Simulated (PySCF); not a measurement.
Te(iPr)(OSiH3), C₃H₁₀OSiTe, SMILES CC([Te]O[SiH3])C, GFN2-xTB optimised geometry.

```
16

Te    -1.46    -1.74     0.00
C     -1.72     0.44     0.00
C     -0.90     1.07    -1.11
C     -1.38     1.03     1.36
H     -2.78     0.56    -0.20
H     -1.04     2.15    -1.12
H      0.16     0.85    -0.97
H     -1.20     0.67    -2.08
H     -2.00     0.59     2.14
H     -1.56     2.11     1.35
H     -0.34     0.86     1.60
O      0.53    -1.74     0.00
Si     1.69    -1.28     1.02
H      1.99     0.14     0.81
H      2.78    -2.15     0.60
H      1.31    -1.47     2.42
```

Density from B3LYP/def2-TZVP, def2 effective core potentials past Kr in PySCF at that geometry. The core electrons that the potentials of Te replace are not part of the density.

Minimum of the electron density along straight lines between bonded atoms, close to the bond critical point (lines longer than 1.1 times the sum of covalent radii, or with two minima, are not listed):

```json
[
 {"bond": "Te1–C2", "length / Å": "2.191", "ρ at the minimum / e bohr⁻³": "0.112", "∇²ρ there / e bohr⁻⁵": "-0.03", "position (fraction from the first atom)": "0.52"},
 {"bond": "C2–C3", "length / Å": "1.516", "ρ at the minimum / e bohr⁻³": "0.252", "∇²ρ there / e bohr⁻⁵": "-0.63", "position (fraction from the first atom)": "0.51"},
 {"bond": "C2–C4", "length / Å": "1.517", "ρ at the minimum / e bohr⁻³": "0.252", "∇²ρ there / e bohr⁻⁵": "-0.63", "position (fraction from the first atom)": "0.51"},
 {"bond": "C2–H5", "length / Å": "1.093", "ρ at the minimum / e bohr⁻³": "0.281", "∇²ρ there / e bohr⁻⁵": "-0.96", "position (fraction from the first atom)": "0.64"},
 {"bond": "C3–H6", "length / Å": "1.090", "ρ at the minimum / e bohr⁻³": "0.279", "∇²ρ there / e bohr⁻⁵": "-0.95", "position (fraction from the first atom)": "0.64"},
 {"bond": "C3–H7", "length / Å": "1.088", "ρ at the minimum / e bohr⁻³": "0.282", "∇²ρ there / e bohr⁻⁵": "-0.98", "position (fraction from the first atom)": "0.64"},
 {"bond": "C3–H8", "length / Å": "1.089", "ρ at the minimum / e bohr⁻³": "0.281", "∇²ρ there / e bohr⁻⁵": "-0.97", "position (fraction from the first atom)": "0.64"},
 {"bond": "C4–H9", "length / Å": "1.089", "ρ at the minimum / e bohr⁻³": "0.281", "∇²ρ there / e bohr⁻⁵": "-0.97", "position (fraction from the first atom)": "0.64"},
 {"bond": "C4–H10", "length / Å": "1.090", "ρ at the minimum / e bohr⁻³": "0.279", "∇²ρ there / e bohr⁻⁵": "-0.95", "position (fraction from the first atom)": "0.64"},
 {"bond": "C4–H11", "length / Å": "1.088", "ρ at the minimum / e bohr⁻³": "0.281", "∇²ρ there / e bohr⁻⁵": "-0.97", "position (fraction from the first atom)": "0.64"},
 {"bond": "Te1–O12", "length / Å": "1.992", "ρ at the minimum / e bohr⁻³": "0.119", "∇²ρ there / e bohr⁻⁵": "0.33", "position (fraction from the first atom)": "0.51"},
 {"bond": "O12–Si13", "length / Å": "1.618", "ρ at the minimum / e bohr⁻³": "0.143", "∇²ρ there / e bohr⁻⁵": "0.93", "position (fraction from the first atom)": "0.59"},
 {"bond": "Si13–H14", "length / Å": "1.468", "ρ at the minimum / e bohr⁻³": "0.125", "∇²ρ there / e bohr⁻⁵": "0.17", "position (fraction from the first atom)": "0.49"},
 {"bond": "Si13–H15", "length / Å": "1.456", "ρ at the minimum / e bohr⁻³": "0.128", "∇²ρ there / e bohr⁻⁵": "0.18", "position (fraction from the first atom)": "0.49"},
 {"bond": "Si13–H16", "length / Å": "1.464", "ρ at the minimum / e bohr⁻³": "0.127", "∇²ρ there / e bohr⁻⁵": "0.18", "position (fraction from the first atom)": "0.49"}
]
```
